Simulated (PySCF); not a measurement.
A ladder of Hamiltonians for Ir⁵⁹⁺ (iridium, charge +59)

Occupied: 1s1/2, 2s1/2, 2p1/2, 2p3/2, 3s1/2, 3p1/2, 3p3/2. Hartree-Fock calculated with PySCF 2.14 in an uncontracted even-tempered set (20 s from 8 bohr⁻², ratio 2.3; 16 p from 9.6 bohr⁻², ratio 2.3), Gaussian nucleus throughout. NR is non-relativistic, sf-X2C the spin-free one-electron X2C Hamiltonian, X2C adds the bare one-electron spin-orbit term, X2C-SNSO screens it by Boettger's factors, DC is four-component Dirac-Coulomb, and the Gaunt and Breit terms are added at first order (total energies over the DC spinors, levels after relaxing the spinors in that mean field). QED terms are absent. Levels marked empty are virtual spinors of this ion; the basis has s and p functions only, so 3d, which can lie below the n = 4 levels, is absent.

```
Hamiltonian  E (hartree)  E − E(DC) (hartree)  CPU seconds
         NR  -13163.9155            1006.9629         0.59
     sf-X2C  -14139.8494              31.0291         0.44
        X2C  -14165.2827               5.5957         0.44
   X2C-SNSO  -14163.8680               7.0104         0.44
         DC  -14170.8784               0.0000           20
   DC+Gaunt  -14151.7773              19.1011           34
   DC+Breit  -14153.6228              17.2556           95
```

Problem. Give the 2p spin-orbit interval with each Hamiltonian that has one.

Solution. X2C 1711; X2C-SNSO 1661; DC 1659; DC+Gaunt 1641; DC+Breit 1641 (eV).

| level (eV) | NR | sf-X2C | X2C | X2C-SNSO | DC | DC+Gaunt | DC+Breit |
| --- | --- | --- | --- | --- | --- | --- | --- |
| 1s1/2 | -74222.9 | -81001.6 | -80975.4 | -80976.9 | -81079.3 | -80791.9 | -80813.4 |
| 2s1/2 | -15962.9 | -17866.7 | -17859.0 | -17859.4 | -17874.2 | -17841.5 | -17844.1 |
| 2p1/2 | -15521.7 | -16115.4 | -17342.3 | -17304.1 | -17313.3 | -17260.4 | -17265.4 |
| 2p3/2 | -15521.7 | -16115.4 | -15631.6 | -15643.5 | -15654.7 | -15619.5 | -15624.5 |
| 3s1/2 | -6404.2 | -6978.7 | -6976.4 | -6976.6 | -6980.2 | -6972.3 | -6973.2 |
| 3p1/2 | -6214.6 | -6443.6 | -6757.8 | -6748.1 | -6750.5 | -6737.5 | -6739.1 |
| 3p3/2 | -6214.6 | -6443.6 | -6317.1 | -6320.3 | -6322.8 | -6314.0 | -6315.6 |
| 4s1/2 (empty) | -3332.5 | -3561.2 | -3560.7 | -3560.7 | -3562.0 | -3558.9 | -3559.3 |
| 4p1/2 (empty) | -3258.0 | -3359.4 | -3476.2 | -3472.6 | -3473.5 | -3468.6 | -3469.3 |
| 4p3/2 (empty) | -3258.0 | -3359.4 | -3312.2 | -3313.3 | -3314.2 | -3310.8 | -3311.5 |

Weight of the small component: 1s1/2 0.0850, 2s1/2 0.0198, 2p1/2 0.0197, 2p3/2 0.0177, 3s1/2 0.00749, 3p1/2 0.00738, 3p3/2 0.00687, 4s1/2 0.00367, 4p1/2 0.00363, 4p3/2 0.00343.

Koopmans' value for the highest occupied level at DC+Breit: 6315.6 eV, against an ionisation energy of 6315 ± 7 eV (theoretical estimate listed by NIST; NIST Atomic Spectra Database, ionization energies); the former lacks relaxation, correlation, QED and recoil.

The whole ladder took 150 s of wall time on 1 thread of Neoverse-V1 (shared host), launched as `OMP_NUM_THREADS=1 python relrun2.py TASK.json OUT` (a driver that calls PySCF for each Hamiltonian).
